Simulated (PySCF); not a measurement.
A PySCF script (with the pyscf-properties extension) for the NMR shieldings of P4S4 realgar, on a PBE0-D3(BJ)/def2-SVP geometry:

```python
import basis_set_exchange as bse
import numpy as np
from pyscf import gto, dft
from pyscf.prop import nmr

atoms = """
P     0.548878    1.146642    1.298123
S    -1.378461    1.621015    0.536982
P    -1.572278    0.068676   -0.902109
S     0.055935    0.719826   -2.101919
P     1.637741    0.467769   -0.704458
S     1.413754   -1.641414   -0.554514
P    -0.543671   -1.723502    0.265078
S    -0.023679   -0.744672    2.079118
"""
names = dict.fromkeys(["P", "S"], "pcSseg-1")
basis = {el: gto.basis.parse(bse.get_basis(n, elements=[el], fmt="nwchem")) for el, n in names.items()}
mol = gto.M(atom=atoms, basis=basis, charge=0, verbose=0)
mf = dft.RKS(mol, xc="PBE0")
mf.grids.level = 2
mf.grids.alignment = dft.numint.BLKSIZE   # the property module wants whole blocks of grid points
mf.conv_tol = 1e-9
mf.kernel()

calc = nmr.RKS(mf)   # GIAO
C = mf.mo_coeff
Co = C[:, mf.mo_occ > 0]
resp = mf.gen_response(singlet=True, hermi=2)
def vind(x):   # induced exchange potential for any number of trial vectors
    d = np.einsum("pi,xij,qj->xpq", C, 2 * x.reshape(-1, C.shape[1], Co.shape[1]), Co, optimize=True)
    return np.einsum("xpq,pi,qj->xij", resp(d - d.transpose(0, 2, 1)), C, Co, optimize=True).ravel()
mo1, _ = nmr.rhf.solve_mo1(calc, with_cphf=vind)
sigma = calc.kernel(mo1)
for i, s in enumerate(sigma):   # ppm
    w = np.linalg.eigvalsh((s + s.T) / 2)
    print("%2d %-2s iso %8.1f  s11 %8.1f  s22 %8.1f  s33 %8.1f" % (i, mol.atom_pure_symbol(i), w.mean(), *w))
```

Question: Give the expected output.

Answer: 
```
 0 P  iso     87.5  s11    -27.9  s22    122.8  s33    167.4
 1 S  iso    228.8  s11    130.9  s22    227.8  s33    327.8
 2 P  iso     88.1  s11    -31.7  s22    125.5  s33    170.6
 3 S  iso    230.4  s11    132.1  s22    229.7  s33    329.6
 4 P  iso     85.3  s11    -30.7  s22    121.5  s33    165.1
 5 S  iso    230.5  s11    133.1  s22    229.0  s33    329.4
 6 P  iso     88.4  s11    -29.8  s22    124.4  s33    170.5
 7 S  iso    229.2  s11    132.3  s22    227.3  s33    327.9
```

These numbers come from an equivalent density-fitted implementation of the same equations, which agrees with the script to about 0.01 ppm for H and up to a few tenths of a ppm for heavy atoms, so last digits may differ.

Question: Turn these shieldings into chemical shifts. Scale: 31P (σ = 310.13 ppm) vs H3PO4; 33S (σ = 495.66 ppm) against CS2 (reference shieldings calculated alike).

Answer: Averaging equivalent atoms: P 0/2/4/6: 222.8; S 1/3/5/7: 266 ppm. Experimental scales use liquid or dissolved standards, which lie at an offset from isolated H3PO4.

Size and cost of the density-fitted run: 192 basis functions, 42 s wall time on 1 thread of an Arm Neoverse V2, shared host; peak memory 1.2 GiB.
